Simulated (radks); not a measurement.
Problem. These are the eigenvalues of the occupied orbitals of an atom or ion with whole-number occupations (Ry). Method: scalar-relativistic Kohn-Sham, PBE, spin-unpolarised, spherical densities, point nucleus; computed with a radial shooting solver on a logarithmic mesh with Libxc functionals.

| orbital | eigenvalue |
|---|---|
| 1s | -2989.405 |
| 2s | -503.3107 |
| 2p | -453.8612 |
| 3s | -130.5126 |
| 3p | -114.7812 |
| 3d | -92.57032 |
| 4s | -46.78866 |
| 4p | -41.37779 |
| 4d | -33.56482 |

Which element is it, and in what charge state? The configuration may be excited.

Solution. Z = 58, cerium, charge +17: Ce17+ in [Kr] 4d5. The list shows which subshells hold electrons but not how many an open one holds; the 1s level, -1494.7 hartree, gives Z - s = 54.7 by -(Z - s)^2/2, which with screening and relativity narrows Z to a few neighbours, and the depths of the outer levels then fix element, charge and occupations together.
